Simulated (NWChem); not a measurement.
Molecule: AlPH4; SMILES [AlH2][PH2]

```xyz
6

Al     0.1028     1.2817    -0.0281
H     -1.2023     1.9760     0.5569
H      1.3179     2.1457    -0.5804
P      0.1528    -1.0329    -0.2603
H     -0.4106    -1.3055     1.0232
H      1.5128    -1.1763     0.1511
```
Atoms are numbered in this order, from 1.

Computed with NWChem. Geometry optimised at PBE0/def2-SVP; all other runs use it. Pople sets run with spherical d functions. Vzz has the sign of the potential's second derivative.

```
quantity                                                               level  value
----------------------------------------------------  ----------------------  -----
first state with f > 0.002 (eV), P K edge, unshifted  BHandHLYP/cc-pVTZ, TDA      …
−ε(HOMO) (eV)                                                M06-2X/def2-SVP   8.14
vertical, lowest excitation, singlet (eV)             CAM-B3LYP/6-31+G*, TDA   4.61
Vzz Al1 (a.u.)                                                  B3LYP/6-31G*      …
highest occupied level (eV)                                    BLYP/def2-SVP  -5.93
anisotropy (bohr³) at 589 nm                                    PBE0/6-31+G*   34.4
dipole (D)                                                     PBE0/def2-SVP      …
highest harmonic frequency (cm⁻¹)                              PBE0/def2-SVP      …
```

Question: Some entries are withheld; supply them.

Answer: 
- first state with f > 0.002 (eV), P K edge, unshifted, value: 2123.1
- Vzz Al1 (a.u.), value: 1.082
- dipole (D), value: 0.93
- highest harmonic frequency (cm⁻¹), value: 2426
